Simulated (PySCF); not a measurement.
Sn(F)3(OH) (F3HOSn), SMILES [OH][Sn]([F])([F])[F].

Geometry: r2SCAN-D4/def2-SVP. The def2 effective core potentials stand for the cores of Sn; spin–orbit coupling is left out. Other conformers were not sampled.

These are PySCF with ωB97X/def2-TZVP values and carry that method's errors.

The total energy comes out as -589.89555 hartree, the point group is Cs and the highest occupied level is -13.05 eV. The lowest empty level comes out as -1.25 eV and the orbital gap is 11.80 eV. The dipole moment is 2.37 D and the quadrupole, principal values (traceless, Buckingham form, about the centre of nuclear charge) is -4.47, -2.94, 7.41 D·Å. The mean static polarisability is 35.1 bohr³ (5.20 Å³) and the polarisability, principal values is 33.0, 34.0, 38.3 bohr³.
